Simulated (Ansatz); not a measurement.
All values below come from frozen-core CCSD(T)/cc-pVTZ // B3LYP-D3(BJ)/def2-TZVP run with Ansatz (an electronic-structure program).

Ansatz 0.2 input:
```yaml
crystal:
  periodic: [false, false, false]
  atoms:
    - { symbol: S, position_ang: [-1.666858, -1.073603, 0.084041] }
    - { symbol: Ga, position_ang: [-0.242732, 0.60196, 0.235682] }
    - { symbol: S, position_ang: [1.894646, 0.54133, -0.299505] }
    - { symbol: Br, position_ang: [-1.060341, 2.595706, 1.023316] }
    - { symbol: H, position_ang: [-0.751893, -1.933812, -0.396869] }
    - { symbol: H, position_ang: [1.86366, -0.750365, -0.67223] }
basis:
  gaussian: { orbitals: cc-pVTZ }
correlation:
  method: ccsd_t
```

Output:

```
Functional definition: HF
1115 factors; integrals over basis functions are off by at most 1.1e-3 eV
mean field evaluation 1: about -144005.3020 eV, gradient 2.0e1 eV
mean field evaluation 2: about -144005.4615 eV, gradient 2.1e1 eV
mean field evaluation 4: about -144007.0739 eV, gradient 2.6e0 eV
mean field evaluation 8: about -144007.1167 eV, gradient 2.2e-1 eV
mean field evaluation 16: about -144006.5670 eV, gradient 1.1e1 eV
mean field -144007.11698122 eV, -5292.1639375301 hartree, gradient 8.6e-6 eV, S^2 0.000000; 0 other end points of the search recorded, 0 dependent functions left out
28 core orbitals not correlated
reference -144007.11698122 eV, -5292.1639375301 hartree; 22, 22 occupied and 132, 132 virtual orbitals, 1115 factors
second order -19.71687859 eV of doubles, -0.00000000 eV of singles
cycle   1  -20.24825304 eV  change   -5.3e-1 eV  update   1.0e-1
cycle   2  -20.80124465 eV  change   -5.5e-1 eV  update   2.9e-2
cycle   3  -20.88288355 eV  change   -8.2e-2 eV  update   1.4e-2
cycle   4  -20.87209627 eV  change    1.1e-2 eV  update   3.3e-3
cycle   5  -20.87162531 eV  change    4.7e-4 eV  update   1.3e-3
cycle   6  -20.87123138 eV  change    3.9e-4 eV  update   3.7e-4
cycle   7  -20.87110426 eV  change    1.3e-4 eV  update   1.3e-4
cycle   8  -20.87115748 eV  change   -5.3e-5 eV  update   4.1e-5
cycle   9  -20.87116709 eV  change   -9.6e-6 eV  update   1.5e-5
perturbative correction -0.99631110 eV, -0.0366137575 hartree
Total energy: -144028.98445941 eV, -5292.9675525311 hartree
```

Cost: around 3.0 core-minutes (rough).
